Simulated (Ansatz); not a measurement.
Two members of one family (BN nanocrystals, H-capped) that differ in charge, which shifts all levels, computed with Ansatz in the gas phase. The two geometries come from different levels. Levels of anions in sets without diffuse functions are rough. A dash marks a value that wasn't run or was left out as unsound. The structures are stationary points that may keep the symmetry of their start. Remarks come from the PBE and PBE0 runs and from stability tests at other levels; not every state was tested. HOMO above LUMO (over both spins in singlets and doublets, within one spin in higher multiplets; at PBE or PBE0), or a gap under 0.15 eV within one spin, warns that the state may not be the lowest or that an electron is smeared out.

First: B4N4H14, cut from wurtzite (singlet, charge 0, PBE0-D4/def2-SVP geometry).

```xyz
22

B    -1.056    0.402    1.252
N    -1.524   -0.579    0.053
B     0.096    1.490   -0.782
N     0.271    1.035    0.708
N     0.207    0.107   -1.614
B    -0.289   -1.105   -0.755
B     1.461    0.023    0.840
N     0.834   -1.369    0.303
H    -1.926    1.236    1.449
H    -0.855   -0.309    2.236
H    -2.139   -0.054   -0.571
H    -2.089   -1.339    0.426
H    -1.026    1.946   -0.995
H     0.982    2.248   -1.148
H     0.486    1.856    1.269
H    -0.302    0.188   -2.492
H     1.186   -0.037   -1.871
H    -0.548   -2.092   -1.429
H     1.826   -0.123    1.998
H     2.393    0.309    0.090
H     0.440   -1.871    1.100
H     1.574   -1.964   -0.064
```

| level | HOMO (eV) | LUMO (eV) | gap (eV) | vertical IE (eV) |
| --- | --- | --- | --- | --- |
| PBE-D4/def2-TZVP | -6.15 | -0.70 | 5.45 | 8.77 |
| r2SCAN-D4/def2-TZVP | -6.44 | -0.01 | 6.43 | – |
| B3LYP-D4/6-31G | -7.00 | 1.03 | 8.04 | – |
| PBE0-D4/def2-SVP | -7.33 | 0.94 | 8.26 | – |
| PBE0-D4/def2-TZVP | -7.47 | 0.09 | 7.56 | 9.34 |

Remarks: gap within one spin near zero at PBE or PBE0 (+1 doublet).

Second: B5N4H16⁻, cut from zinc blende, disc (singlet, charge -1, r2SCAN-D4/def2-SVP geometry).

```xyz
25

N     0.231    0.037   -1.404
N     0.461   -1.706    0.465
N     1.008    1.386    0.631
N    -1.259    0.187    0.636
B     1.165    1.215   -0.954
B     0.703   -1.428   -1.096
B    -1.276    0.275   -0.952
B    -0.928   -1.265    1.132
B    -0.460    1.377    1.276
H     0.212    0.094   -2.423
H     1.240   -1.327    1.007
H     0.540   -2.715    0.596
H     1.425    2.285    0.871
H     1.600    0.706    1.112
H    -2.228    0.344    0.920
H     2.357    0.976   -1.190
H     0.805    2.275   -1.467
H     1.912   -1.581   -1.321
H     0.020   -2.245   -1.715
H    -1.999   -0.611   -1.415
H    -1.647    1.398   -1.307
H    -1.783   -2.062    0.744
H    -0.785   -1.312    2.362
H    -0.984    2.455    0.990
H    -0.333    1.243    2.501
```

Problem. Estimate how these quantities change from the first to the second (second minus first).

Solution. 
```json
{"level": "PBE-D4/def2-TZVP", "Δ HOMO (eV)": "4.44", "Δ LUMO (eV)": "3.61", "Δ gap (eV)": "-0.84", "Δ vertical IE (eV)": "-4.53"}
{"level": "r2SCAN-D4/def2-TZVP", "Δ HOMO (eV)": "4.46", "Δ LUMO (eV)": "3.45", "Δ gap (eV)": "-1.01", "Δ vertical IE (eV)": "–"}
{"level": "B3LYP-D4/6-31G", "Δ HOMO (eV)": "4.59", "Δ LUMO (eV)": "3.59", "Δ gap (eV)": "-1.00", "Δ vertical IE (eV)": "–"}
{"level": "PBE0-D4/def2-SVP", "Δ HOMO (eV)": "4.53", "Δ LUMO (eV)": "3.52", "Δ gap (eV)": "-1.01", "Δ vertical IE (eV)": "–"}
{"level": "PBE0-D4/def2-TZVP", "Δ HOMO (eV)": "4.48", "Δ LUMO (eV)": "3.66", "Δ gap (eV)": "-0.82", "Δ vertical IE (eV)": "-4.51"}
```
